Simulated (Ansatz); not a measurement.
C3H7AlO2, relaxed with RKS PBE-D4/def2-SVP in Ansatz from a rough embedded geometry. The force threshold is 0.03 eV/Å; the program also tests the step.

Total charge 0; spin multiplicity 1. The bonds changed during the relaxation, so this is another structure than the one it started from.

Start:

```xyz
13

C     1.144   -0.600    1.372
C     1.309   -0.518   -0.155
Al   -0.459   -0.571   -1.147
C    -1.702    0.809   -0.893
O    -2.864    0.775   -1.481
O    -1.500    1.871    0.024
H     0.595   -1.507    1.623
H     2.103   -0.541    1.836
H     0.513    0.348    1.685
H     1.857    0.436   -0.418
H     1.930   -1.366   -0.458
H    -0.697   -1.752   -2.179
H    -2.230    2.616    0.190
```

Task: By how much does the energy fall, and how many steps does the optimiser take? (Estimate.)

Result: Ansatz gave: 125.29 kJ/mol, in 34 steps, 1 of them rejected.

Task: Which bonds change most? (Best estimate.)

Result: The calculation gave: Al3–O5 from 2.776 to 2.004 Å; C4–O6 from 1.417 to 1.317 Å; Al3–C4 from 1.874 to 1.974 Å; C1–H9 from 1.181 to 1.111 Å.

Task: Give the relaxed structure. (Estimate.)

Result: Ansatz gave: 
```xyz
13

C     1.057   -0.356    1.329
C     1.233   -0.843   -0.119
Al   -0.192   -0.288   -1.360
C    -1.412    1.122   -0.713
O    -1.943   -0.002   -0.430
O    -2.025    2.237   -0.376
H     0.106   -0.719    1.772
H     1.877   -0.698    1.996
H     1.032    0.753    1.388
H     2.206   -0.492   -0.533
H     1.303   -1.955   -0.153
H    -0.372   -0.741   -2.879
H    -2.870    1.982    0.080
```
